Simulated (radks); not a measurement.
Values are calculated unless marked as measured or tabulated.
Ionisation of neutral antimony, [Kr] 4d10 5s2 5p3, to [Kr] 4d10 5s2 5p2 as the strength of local exchange is varied. Level of theory: non-relativistic Kohn-Sham, Slater X-alpha exchange (alpha = 2/3 is LDA exchange), no correlation, spin-unpolarised, spherical densities, point nucleus; relativity is left out, which matters for an element this heavy (a radial shooting solver on a logarithmic mesh with Libxc functionals).

\begin{tabular}{lrrrrr}
alpha & E(Sb) (hartree) & exchange (hartree) & IE (eV) & -e of the level emptied (eV) & <r> of it (bohr) \\ \hline
0.59 & -6287.62564 & -137.37259 & 6.870 & 3.521 (5p) & 3.060 \\
0.648 & -6301.14414 & -151.19147 & 7.323 & 3.909 (5p) & 3.001 \\
0.651 & -6301.84414 & -151.90777 & 7.347 & 3.930 (5p) & 2.998 \\
0.667 & -6305.57873 & -155.73053 & 7.474 & 4.040 (5p) & 2.982 \\
0.71 & -6315.62606 & -166.02529 & 7.822 & 4.343 (5p) & 2.941 \\
0.731 & -6320.53851 & -171.06414 & 7.994 & 4.493 (5p) & 2.922 \\
0.813 & -6339.75572 & -190.80977 & 8.683 & 5.102 (5p) & 2.850 \\
\end{tabular}

NIST Atomic Spectra Database: 8.608 eV (measured). The Delta-SCF value meets it near alpha = 0.80. Relativity is left out here, which matters for elements this heavy. Spin polarisation and multiplet splitting are left out, so open shells lie too high by an amount that depends on their filling.

Beside tabulated values, note that spin-unpolarised runs miss the spin-polarisation part of the exchange energy of open shells.
